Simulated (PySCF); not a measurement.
Ta(O)(NH2)3 (H6N3OTa), SMILES [NH2][Ta]([NH2])([NH2])=[O], multiplicity 1. The structure is a stationary point at PBE-D3(BJ)/def2-SVP. The multiplicity is an assumed one; no other spin state was optimised. The structure was generated by enumeration; whether it is a known compound was not checked. The def2 effective core potentials stand for the cores of Ta; spin–orbit coupling is left out. The values are those of a single conformer.

Computed equilibrium geometry at PBE-D3(BJ)/def2-SVP (PySCF confirms it by a frequency run) as bond lengths and angles, and its point group (one conformer of several):
point group C3.
Atoms: Ta1 O2 N3 H4 H5 N6 H7 H8 N9 H10 H11. Bonded distances (Å): Ta1–O2 1.744, Ta1–N3 2.007, Ta1–N6 2.007, Ta1–N9 2.007, N3–H4 1.025, N3–H5 1.025, N6–H7 1.025, N6–H8 1.025, N9–H10 1.025, N9–H11 1.025. Bond angles (°): O2–Ta1–N3 108.4, O2–Ta1–N6 108.4, O2–Ta1–N9 108.4, N3–Ta1–N6 110.5, N3–Ta1–N9 110.5, N6–Ta1–N9 110.5, Ta1–N3–H4 125.8, Ta1–N3–H5 124.7, H4–N3–H5 108.8, Ta1–N6–H7 124.7, Ta1–N6–H8 125.8, H7–N6–H8 108.8, Ta1–N9–H10 124.7, Ta1–N9–H11 125.8, H10–N9–H11 108.8.
